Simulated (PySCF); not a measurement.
**Krypton: a sound run and one with changed settings**

Sound run: Kr²⁺ [Ar] 3d10 4s2 4p4, Kr³⁺ [Ar] 3d10 4s2 4p3. Computed with PySCF 2.14 in aug-cc-pVDZ-DK, with scalar relativity by spin-free X2C-1e. The sound run starts from symmetry-adapted Hartree-Fock orbitals and uses a fine grid where one is needed.

Changed run: 14 angular points. This setting is unsound on purpose.

```csv
species,method,sound run (hartree),changed run (hartree),converged
Kr²⁺,UHF,-2786.71490,-2786.71490,yes
Kr²⁺,TPSS,-2788.39057,-2788.38995,yes
Kr²⁺,MN15,-2790.29524,-2790.29517,yes
Kr³⁺,UHF,-2785.45698,-2785.45698,yes
Kr³⁺,TPSS,-2787.08625,-2787.08625,yes
Kr³⁺,MN15,-2788.99484,-2788.99484,yes
```

Ionisation energy of Kr²⁺:

```
method  sound run (eV)  changed run (eV)
   UHF          34.230            34.230
  TPSS          35.492            35.475
  MN15          35.386            35.384
```

A coarse angular grid integrates products of high-l functions wrongly, so density functionals can shift, and the SCF can exploit the error; Hartree-Fock and MP2 need no grid.

For comparison, NIST gives 35.838 ± 0.02 eV between the lowest levels.
